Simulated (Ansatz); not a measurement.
Geometry optimisation, RKS PBE-D4/def2-SVP in Ansatz 0.2.0.

input.yaml

```yaml
crystal:
  periodic: [false, false, false]
  atoms:
    - { symbol: C, position_ang: [-0.7566, 1.507, -1.2231] }
    - { symbol: Sn, position_ang: [-0.4721, 0.2397, 0.426] }
    - { symbol: Si, position_ang: [1.882, 0.4745, 1.1744] }
    - { symbol: Si, position_ang: [-0.8024, -2.1179, -0.2996] }
    - { symbol: H, position_ang: [-1.8522, 1.4409, -1.5974] }
    - { symbol: H, position_ang: [-0.6186, 2.6157, -0.9239] }
    - { symbol: H, position_ang: [-0.0882, 1.2849, -2.0567] }
    - { symbol: H, position_ang: [-1.5143, 0.6763, 1.7295] }
    - { symbol: H, position_ang: [2.1581, -0.4148, 2.3646] }
    - { symbol: H, position_ang: [2.1658, 1.863, 1.6259] }
    - { symbol: H, position_ang: [2.8045, 0.121, 0.1011] }
    - { symbol: H, position_ang: [-2.17051, -2.28576, -0.83856] }
    - { symbol: H, position_ang: [-0.47225, -3.02839, 0.71535] }
    - { symbol: H, position_ang: [0.17518, -2.37051, -1.48738] }
basis:
  gaussian: { orbitals: def2-SVP }
hamiltonian:
  xc: pbe
  dispersion: d4
relax:
  f_tol: 0.015
  max_steps: 40
```

Command:

```bash
$ ansatz run input.yaml --threads 2 --pin off --max-ram 3072MiB --backend cpu --events-out ev --progress --plain --runs-dir out
```

Q: Where does it end, and by what steps?

A: The forces met the threshold. After 5 steps the energy has fallen by 0.407 eV; H14 moved furthest, 0.18 Å.

| step | energy less start (eV) | largest force component (eV/Å) | accepted |
| --- | --- | --- | --- |
| 0 | 0.0000 | 2.302 | yes |
| 1 | -0.3553 | 0.709 | yes |
| 2 | -0.3969 | 0.219 | yes |
| 3 | -0.4066 | 0.040 | yes |
| 4 | -0.4072 | 0.055 | yes |
| 5 | -0.4075 | 0.005 | yes |

```xyz
14
Properties=species:S:1:pos:R:3
C -0.819 1.617 -1.266
Sn -0.442 0.249 0.391
Si 1.984 0.520 1.249
Si -0.831 -2.195 -0.367
H -1.864 1.502 -1.609
H -0.657 2.659 -0.930
H -0.131 1.391 -2.103
H -1.549 0.637 1.672
H 2.241 -0.390 2.421
H 2.256 1.938 1.681
H 2.959 0.168 0.156
H -2.244 -2.401 -0.849
H -0.570 -3.156 0.763
H 0.105 -2.534 -1.499
```

Whether the end is a true minimum wasn't checked by a vibrational analysis.

Time of the run: 14 s on 2 threads of Intel(R) Xeon(R) Platinum 8559C (Emerald Rapids) (shared host), peak memory 0.2 GiB.
